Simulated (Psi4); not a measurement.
AlCl₂, doublet, geometry from GFN2-xTB (such geometries of metal compounds can be far from the true shape) (the spin is typed, not shown lowest). Base run: Psi4 with HF/3-21G.

The Psi4 input:
```
memory 2 GB

molecule mol {
0 2
  Al    0.427907   -0.015748    0.469964
  Cl    1.190069    0.331443   -1.401327
  Cl   -1.517292   -0.319400    1.041943
}

set basis 3-21g
set reference uhf
set stability_analysis check
set scf_type pk

energy('scf')
print_variables()
```

The bond that is stretched is that between atoms 2 and 1. A test that says stable can miss a lower solution.

Each row names what was changed in the base input (with any setting that the change needs).

```csv
change,ΔE vs base (eV),<S^2>,outcome
base,0.00,0.753,converged
stability_analysis = follow; reference = uhf,0.00,0.753,converged
bond × 1.25,0.31,0.764,converged
stability_analysis = follow; reference = uhf; bond × 1.25,0.31,0.764,converged
bond × 1.5,1.37,0.864,converged
stability_analysis = follow; reference = uhf; bond × 1.5,1.37,0.864,converged
bond × 1.8,-,-,not converged
stability_analysis = follow; reference = uhf; bond × 1.8,-,-,not converged
bond × 2.2,1.74,0.751,converged
stability_analysis = follow; reference = uhf; bond × 2.2,1.74,0.751,converged
bond × 3.0,1.76,0.750,converged
stability_analysis = follow; reference = uhf; bond × 3.0,1.76,0.750,converged
```

On stretching, the SCF can end on different states; <S^2> shows the spin contamination of each.
